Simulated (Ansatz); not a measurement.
Frontier orbitals of HTe−, SMILES `[TeH-]`.

Z-matrix (Å, degrees):
```
Te
H 1 1.666
```

The species carries charge -1 and has multiplicity 1. Correlated methods include outer-core shells of Te, which these sets cover unevenly. Te takes the def2 core potential. All single points use the PBE0-D4/def2-TZVPD geometry. Basis def2-TZVPPD, Ansatz 0.2.0.

```json
{"functional": "LDA (SPW92)", "HOMO (eV)": "0.45", "LUMO (eV)": "3.43", "gap (eV)": "2.98"}
{"functional": "PBE", "HOMO (eV)": "0.57", "LUMO (eV)": "3.40", "gap (eV)": "2.83"}
{"functional": "revPBE", "HOMO (eV)": "0.62", "LUMO (eV)": "3.33", "gap (eV)": "2.71"}
{"functional": "PBE0", "HOMO (eV)": "-0.29", "LUMO (eV)": "3.72", "gap (eV)": "4.01"}
{"functional": "B3LYP", "HOMO (eV)": "-0.12", "LUMO (eV)": "3.58", "gap (eV)": "3.70"}
{"functional": "r2SCANh", "HOMO (eV)": "0.09", "LUMO (eV)": "3.91", "gap (eV)": "3.82"}
{"functional": "LC-ωPBE", "HOMO (eV)": "-2.59", "LUMO (eV)": "4.49", "gap (eV)": "7.08"}
{"functional": "ωB97M-V", "HOMO (eV)": "-2.25", "LUMO (eV)": "3.97", "gap (eV)": "6.22"}
```

A quarter of exact exchange (PBE0) shifts PBE's HOMO by −0.86 eV and its LUMO by +0.32 eV; full exchange at long range (ωB97M-V) shifts them by −2.82 and +0.57 eV. The gap opens from 2.83 to 6.22 eV, since occupied levels lose self-interaction and empty ones feel all the electrons. A positive LUMO is unbound and depends on the basis.

B3LYP here is the variant with VWN-RPA as its local correlation; programs differ in this. LC-ωPBE has ω = 0.4 bohr⁻¹. A positive HOMO means that the functional doesn't bind the extra electron.
